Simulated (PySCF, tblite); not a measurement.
C8H7N.
SMILES with atom numbers: `[CH2:1]=[C:2]1[CH:3]=[C:4]([CH3:5])[C:6]([C:7]#[N:8])=[CH:9]1` (hydrogens: H10, H11 on C1; H12 on C3; H13, H14, H15 on C5; H16 on C9)

Computed geometry: GFN2-xTB, gas phase.

**Question.** Give the optimised bond lengths and angles.

**Answer.** 
```csv
bond,length (pm)
C1=C2,133.7
C2–C3,145.9
C3=C4,134.5
C4–C5,148.4
C4–C6,147.7
C6–C7,140.1
C7≡N8,114.8
C6=C9,135.5
C2–C9,145.8
C1–H10,107.7
C1–H11,107.7
C3–H12,107.4
"C5–H13, C5–H14, C5–H15",108.9
C9–H16,107.4
```

Bonds in one row agree within 1 pm and their mean is given. A selection of angles:
```csv
angle,degrees
C1–C2–C3,127.6
C1–C2–C9,126.4
C3–C2–C9,106.0
C2–C3–C4,109.2
C3–C4–C5,129.6
C3–C4–C6,107.7
C5–C4–C6,122.7
C4–C6–C7,123.6
C4–C6–C9,109.2
C7–C6–C9,127.3
C6–C7–N8,179.0
C2–C9–C6,107.9
```

Torsions: C1–C2–C3–C4 180° (antiperiplanar); C2–C3–C4–C5 180° (antiperiplanar); C3–C4–C6–C7 180° (antiperiplanar); C4–C6–C9–C2 0° (synperiplanar); C1–C2–C9–C6 180° (antiperiplanar).

The 5-membered ring C2–C3–C4–C6–C9 has internal angles of 106.0° to 109.2°; it is planar, 0.00 Å rms from its mean plane, widest ring torsion 0°. The 9 heavy atoms lie in one plane (0.002 Å rms). The 8 C–C bonds span 1.337 Å (C1=C2, drawn double) to 1.484 Å (C4–C5, drawn single), a spread of 0.147 Å. Of the pairs four or more bonds apart, C7···H15 is among the closest relative to their van der Waals radii: 3.03 Å, 104 % of the sum of Bondi's values.

Point group: Cs (every atom within 0.08 Å of its image). Its GFN2-xTB frequencies are all real (lowest 102 cm⁻¹).
